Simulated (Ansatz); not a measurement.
C3H11NSi2, SMILES C=C([SiH3])C[SiH2]N.

Geometry: PBE0-D3(BJ)/def2-SVP. The structure was generated by enumeration, and PubChem lists no compound with its InChIKey, so it may never have been made. The values are those of a single conformer.

Two levels are set side by side: PBE/def2-SVPD (Ansatz, an electronic-structure program) and CAM-B3LYP/def2-SVPD (Ansatz). Energy differences of separate SCF runs at the same geometry; the states with an electron removed or added have multiplicity 2 and 2. Differences are taken from unrounded values.

```csv
quantity,CAM-B3LYP,PBE,PBE minus CAM-B3LYP
vertical ionisation energy (eV),9.03,8.41,-0.62
vertical singlet–triplet gap (eV),3.99,3.97,-0.02
```
